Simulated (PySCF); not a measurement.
## Au: electron affinity

Au⁻ [Xe] 4f14 5d10 6s2 → Au [Xe] 4f14 5d10 6s1 [6s1/2^1, M_J = 1/2], as a difference of total energies. Computed with PySCF 2.14 in x2c-TZVPall-2c with one added diffuse shell each of s, p, d type (12s12p11d2f, 117 functions), with the two-component X2C-1e Hamiltonian. Correlated levels: [Kr] 4d10 4f14 frozen; the 34 highest virtual spinors dropped. "Screened" scales the spin-orbit matrix elements by Boettger's factors to mimic the two-electron term; Breit and QED terms are absent.

```
                    method  electron affinity (eV)
           GHF (spin-free)                   0.629
          GMP2 (spin-free)                   2.024
 GHF (screened spin-orbit)                   0.647
GMP2 (screened spin-orbit)                   2.055
```

Errors of the correlated levels include the incompleteness of this basis and the frozen core.

**Question.** Which method comes closest to the reference value, and which is furthest?

**Answer.** The reference is 2.309 eV (measured; photodetachment measurements, as compiled on the Wikipedia data page of electron affinities). Closest: GMP2 (screened spin-orbit) (error -0.254 eV); furthest: GHF (spin-free) (error -1.680 eV).
